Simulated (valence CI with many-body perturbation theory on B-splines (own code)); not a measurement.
Ta⁵²⁺: one-electron terms

Computed by configuration interaction combined with many-body perturbation theory (CI+MBPT): three valence electrons over a frozen Dirac-Fock core [Ar], a basis of 9 s, 9 p, 10 d, 8 f, 5 g, 3 h, 1 i functions for each j, with the one-electron correlation potential Σ1 (screened to all orders), the two-electron term Σ2, the three-electron term Σ3, Breit, model QED; selected single and double excitations, second order for the rest (own B-spline code, finite nucleus).

No measured spectrum was set against this ion. As an estimate, large intervals hold to a few tenths of a per cent, small ones and those within an open d or f shell to about a per cent. The list stops below the first excitations out of the core. Only levels of the ground parity were solved; by the run's estimate the other parity begins above the list, which can be wrong where configurations are misplaced.

These are the spectroscopic orbitals of the CI (the correlating ones are not listed), shaped by the core and the other valence electrons. h is the expectation value of the core's Dirac-Fock operator, without the valence repulsion; Σ1 is computed up to l = 3 at one energy for each symmetry, that of its lowest orbital but kept below the first core excitation, so for empty shells it is not the orbital's own correlation shift; Breit and QED include the response of the core.

| Orbital | h (hartree) | Σ1 (cm⁻¹) | Breit (cm⁻¹) | QED (cm⁻¹) | ⟨r⟩ (bohr) |
| --- | --- | --- | --- | --- | --- |
| 4s1/2 | -113.85 | -8498 | 15817 | 12224 | 0.3716 |
| 5s1/2 | -70.016 | -3273 | 7582 | 5993 | 0.6031 |
| 6s1/2 | -47.403 | -1647 | 4149 | 3350 | 0.8920 |
| 4p1/2 | -110.79 | -11395 | 25360 | 465 | 0.3646 |
| 5p1/2 | -68.496 | -4105 | 12404 | 243 | 0.5994 |
| 6p1/2 | -46.543 | -2019 | 6862 | 140 | 0.8917 |
| 4p3/2 | -106.29 | -10515 | 14764 | 1553 | 0.3814 |
| 5p3/2 | -66.297 | -3966 | 7293 | 783 | 0.6201 |
| 6p3/2 | -45.307 | -1983 | 4434 | 445 | 0.9166 |
| 3d3/2 | -189.63 | -22246 | 31100 | -2159 | 0.1675 |
| 4d3/2 | -102.07 | -11225 | 11949 | -626 | 0.3588 |
| 5d3/2 | -64.263 | -4290 | 5821 | -283 | 0.6041 |
| 3d5/2 | -186.91 | -20127 | 16643 | -621 | 0.1712 |
| 4d5/2 | -101.03 | -10591 | 6358 | -76.2 | 0.3633 |
| 5d5/2 | -63.746 | -3997 | 3060 | -12.6 | 0.6096 |
| 4f5/2 | -97.268 | -29170 | 1901 | -474 | 0.3213 |
| 5f5/2 | -62.006 | -11188 | 822 | -221 | 0.5725 |
| 4f7/2 | -96.884 | -22913 | 84.4 | -233 | 0.3234 |
| 5f7/2 | -61.801 | -8826 | 109 | -97.8 | 0.5750 |
| 5g7/2 | -60.789 |  | 179 | -69.5 | 0.5126 |
| 5g9/2 | -60.69 |  | -44.3 | -7.8 | 0.5139 |

Among the shells of the start configuration 3d3, Σ1 is largest in size for 3d3/2, where it is 0.053 % of h.

Lowest root of each symmetry, sizes in configuration state functions:

```json
{"J": "1/2", "Parity": "even", "Roots": "2", "Reference": "43", "Variational": "3437", "Second order": "779", "Change by selected CI (cm⁻¹)": "-6457", "Change by second order (cm⁻¹)": "-1"}
{"J": "3/2", "Parity": "even", "Roots": "5", "Reference": "71", "Variational": "6423", "Second order": "5102", "Change by selected CI (cm⁻¹)": "-6386", "Change by second order (cm⁻¹)": "0"}
{"J": "5/2", "Parity": "even", "Roots": "5", "Reference": "79", "Variational": "7803", "Second order": "10551", "Change by selected CI (cm⁻¹)": "-4631", "Change by second order (cm⁻¹)": "-1"}
{"J": "7/2", "Parity": "even", "Roots": "3", "Reference": "66", "Variational": "7660", "Second order": "2015", "Change by selected CI (cm⁻¹)": "-5726", "Change by second order (cm⁻¹)": "-1"}
{"J": "9/2", "Parity": "even", "Roots": "3", "Reference": "49", "Variational": "6832", "Second order": "1827", "Change by selected CI (cm⁻¹)": "-5798", "Change by second order (cm⁻¹)": "-1"}
{"J": "11/2", "Parity": "even", "Roots": "1", "Reference": "25", "Variational": "4713", "Second order": "2155", "Change by selected CI (cm⁻¹)": "-6058", "Change by second order (cm⁻¹)": "-2"}
```
